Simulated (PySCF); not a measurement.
**Vertical excitation energies**

C6H6F2.
Z-matrix (Å and degrees, GFN2-xTB geometry), rows numbered from 1:
```
C 
C   1  1.5205
C   2  1.5113  1  116.62
F   3  1.3292  2  129.67  1    64.07
C   3  1.3378  2   96.00  1  -115.76
C   5  1.4640  3   91.40  2    -0.16
C   6  1.3200  2  132.78  1   -63.32
F   7  1.3453  6  122.23  2   179.22
H   1  1.0874  2  110.35  3    48.63
H   1  1.0878  2  110.13  3   -71.44
H   1  1.0868  2  110.21  3   168.65
H   2  1.0923  1  110.61  3   132.96
H   5  1.0712  3  135.71  2  -179.65
H   7  1.0795  6  125.52  2    -0.86
```

Computed, not measured: TDDFT CAM-B3LYP/def2-SVPD, vertical, gas phase, core orbitals frozen in the response (PySCF 2.14.0, density-fitted response routines).

Q: Predict the UV-vis stick spectrum at this level.

A: 

| state | E (eV) | ν̃ (cm⁻¹) | f | \|μ\| (D) | main configurations (H = HOMO, L = LUMO) |
| --- | --- | --- | --- | --- | --- |
| S1 | 5.88 | 47420 | 0.306 | 3.70 | H→L (95%) |
| S2 | 6.36 | 51330 | 0.035 | 1.21 | H→L+1 (83%), H→L+2 (10%) |
| S3 | 6.79 | 54780 | 0.031 | 1.10 | H→L+2 (76%) |
| S4 | 7.07 | 56990 | 0.077 | 1.70 | H→L+3 (65%), H→L+4 (13%), H-1→L (11%) |
| S5 | 7.29 | 58810 | 0.0082 | 0.54 | H→L+5 (27%), H→L+4 (26%), H→L+3 (22%) |
| S6 | 7.59 | 61190 | 0.058 | 1.42 | H-1→L (59%), H→L+4 (34%) |
| S7 | 7.73 | 62350 | 0.0032 | 0.33 | H-2→L (87%) |
| S8 | 7.83 | 63150 | 0.014 | 0.68 | H→L+5 (55%), H→L+6 (16%), H→L+4 (9%) |

Triplets (Tamm–Dancoff): T1 3.47 eV, H→L (90%); T2 5.05 eV, H-1→L (38%), H→L+6 (13%), H→L+4 (11%); T3 6.22 eV, H→L+1 (74%), H→L+2 (13%).

The lowest singlet comes at 211 nm (567 kJ/mol) in the ultraviolet; it is strong; its leading configuration is HOMO→LUMO (95%). The lowest level is also the most intense of those listed (f = 0.306). Löwdin shares by element: HOMO carbon 76% or more (atoms not listed hold the other 24%); LUMO carbon 74% or more (atoms not listed hold the other 26%). Weighted by f, the mean energy of these states is 6.41 eV. The oscillator strengths of these states sum to 0.533; summed over the whole spectrum of an exact calculation they would give the number of electrons, 60 (Thomas–Reiche–Kuhn). The listed states span 1.95 eV, and the widest gap between neighbours is 0.48 eV (S1 to S2). No computed singlet lies in the visible range (380 to 750 nm); the lowest, at 211 nm, stands 2.62 eV above its violet end (3.26 eV). Only the lowest 8 singlets were computed, as vertical energies without vibronic structure.

The run took 41 s wall on one thread of an Arm Neoverse V2, shared host with 96 logical CPUs at a one-minute load of 21, and the process peaked at 0.96 GiB of memory.
